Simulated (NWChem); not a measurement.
# TiH$_{4}$O; SMILES [OH][TiH3]

Program: NWChem. Pople sets run with spherical d functions. All runs use the structure optimised with PBE0/def2-SVP. Level SCAN/6-31G*: energy and gradient on several grids; changes count from the extra-fine grid, which is no exact limit either.

| grid | size of the energy change (μHa) | largest change of a gradient component (μHa/bohr) |
|---|---|---|
| xcoarse | 3000 | 10000 |
| coarse | 5000 | 900 |
| medium | 700 | 1000 |
| fine | 1000 | 400 |
| xfine | < 10 | < 30 |
